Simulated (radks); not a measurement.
Q: The indium ion In3+, [Kr] 4d10. Method: non-relativistic Kohn-Sham, PBE, spin-polarised, spherical densities, point nucleus; computed with a radial shooting solver on a logarithmic mesh with Libxc functionals. Every spin shell is full or empty, so the densities are truly spherical. Functionals are evaluated on that one density, not self-consistently. Rank these exchange functionals by their error against the exact value of the orbitals, and give that value: LDA, PBE, PW91, SOGGA, TPSS, revTPSS, SCAN, r2SCAN, Tao-Mo, MVS.

A: Exact: -153.158 hartree. From best to worst, with 100 (|E| - |E exact|)/|E exact| (equal figures are ties): PW91 -0.05, MVS +0.07, r2SCAN -0.11, SCAN +0.15, TPSS -0.30, PBE -0.47, Tao-Mo -0.83, revTPSS -0.94, SOGGA -2.33, LDA -4.94.
